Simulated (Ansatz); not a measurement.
Coupled-cluster diagnostics for NiI₂, Ansatz.

Geometry of the singlet (r2SCAN-D4/def2-TZVP):

```tsv
atom	x (Å)	y (Å)	z (Å)
Ni1	1.882	0.334	0.559
I2	-0.169	-0.571	0.898
I3	-1.713	0.237	-1.457
```

In the def2 sets I takes a core potential; there is no spin–orbit coupling. Correlated methods freeze 13 core orbitals; core or outer-core shells of Ni, I are correlated, in sets that lack core-valence functions. In the singlet, I2 and I3 lie 2.93 Å apart (atoms count from 1), so these atoms are partly bonded to each other. Another isomer (triplet) lies 3.10 eV lower at PBE0-D4/def2-TZVP; other spin states weren't run for this one.

(1) Estimate the CCSD(T) correlation energy, the shares of MP2 and (T), T1 and the reference's ⟨S²⟩ for: charge 0, singlet, own geometry in def2-TZVPP; and the rough time on 4 threads of Arm Neoverse V2 on a shared host.

Results:

(1) 
```tsv
state	basis	correlation (eV)	MP2 share (%)	(T) share (%)	T1	⟨S²⟩ (pure)	wall time	remarks
charge 0, singlet, own geometry	def2-TZVPP	-49.569	102.1	4.3	0.090	0.00 (0.00)	64 s	flagged by the program, large T1, restricted SCF unstable
```
Customary marks for T1 are 0.02 (closed shells), 0.045 (open shells) and about 0.05 (3d metals). T1 exceeds 0.02 in 1 of 1 rows and 0.045 in 1; the higher it lies, the less the single-reference result can be trusted.
